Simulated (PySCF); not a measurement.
**How methods differ on the interval between two levels of As⁺**

As⁺ [Ar] 3d10 4s2 4p2 [3P2, M_J = 2] → As⁺ [Ar] 3d10 4s1 4p3 [5S2, M_J = 2], as a difference of total energies. All numbers are calculated (PySCF 2.14, the two-component X2C-1e Hamiltonian, in x2c-SVPall-2c with one added diffuse shell each of s, p, d type (6s7p4d, 47 functions)). Correlated levels: [Ne] frozen. "Screened" scales the spin-orbit matrix elements by Boettger's factors to mimic the two-electron term; Breit and QED terms are absent.

| method | interval between two levels (cm⁻¹) | error (cm⁻¹) |
| --- | --- | --- |
| GHF (spin-free) | 38662 | -13614 |
| GMP2 (spin-free) | 45727 | -6549 |
| GHF (screened spin-orbit) | 37904 | -14372 |
| GMP2 (screened spin-orbit) | 44926 | -7350 |

Reference: 52276 cm⁻¹ (measured; NIST Handbook of Basic Atomic Spectroscopic Data (Sansonetti and Martin, J. Phys. Chem. Ref. Data 34, 1559 (2005))).

The spin-free rows relax to the high-spin LS determinant and lack the spin-orbit shift.

Errors of the correlated levels include the incompleteness of this basis and the frozen core.

The labels give the starting determinants; with spin-orbit coupling the two ends relaxed to ⟨J²⟩ = 6.01, ⟨L²⟩ = 2.10, ⟨S²⟩ = 1.96 and ⟨J²⟩ = 6.00, ⟨L²⟩ = 0.00, ⟨S²⟩ = 6.00.
